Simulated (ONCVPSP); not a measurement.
**silicon ONCV: all-electron and pseudo phase curves**

ONCVPSP 4.0.1 input, shortened (lines: element, Z, core and valence counts, functional; n l f; lmax; l rc ep ncon nbas qcut; lloc lpopt rc5 dvloc0; l nproj debl; icmod fcfact rcfact), BLYP, scalar-relativistic:

```
  Si 14.00    1    4  -106131      upf
    1    0    2.00
    2    0    2.00
    2    1    6.00
    3    0    2.00
    3    1    2.00
    1
    0    0.80    0.00    4    9   16.70
    1    0.75    0.00    3    6   17.70
    4    5    0.60    0.00
    0    2    1.00
    1    2    3.60
    1    0.45    0.00
```

The phase is arctan(r·R′/R) of the radial function R(r), unwrapped; energies in Ha, scanned from -7 to 5 Ha. A pole is an energy at which the radial function vanishes at the test radius. The pseudo phase is shifted by a multiple of π to meet the all-electron one at the reference energy, and phase errors are pseudo minus all-electron; the curves can meet again beyond the range given. Levels narrower than the energy grid can be missing from the lists of poles.

```
channel  radius (bohr)  reference energy (Ha)  poles, all-electron  poles, pseudo  unbroken range about the reference energy with phases within 0.05 rad  phase error 1 Ha above the reference energy (rad)
      s           0.81                  -0.39                -2.38          -2.38                                                        the whole range                                             +0.000
      p           0.76                  -0.14                -0.85          -0.85                                                        the whole range                                             +0.000
```

Phases in the p channel:

```tsv
E (Ha)	all-electron	pseudo
-6.96	0.437	0.437
-6.32	0.164	0.164
-5.68	-0.189	-0.189
-5.04	-0.561	-0.561
-4.40	-0.872	-0.872
-3.76	-1.098	-1.098
-3.12	-1.258	-1.258
-2.48	-1.375	-1.375
-1.84	-1.464	-1.464
-1.20	-1.536	-1.536
-0.56	-1.597	-1.597
0.08	-1.651	-1.651
0.72	-1.700	-1.700
1.36	-1.748	-1.748
2.00	-1.796	-1.796
2.64	-1.846	-1.846
3.28	-1.901	-1.901
3.92	-1.962	-1.961
4.56	-2.033	-2.032
```
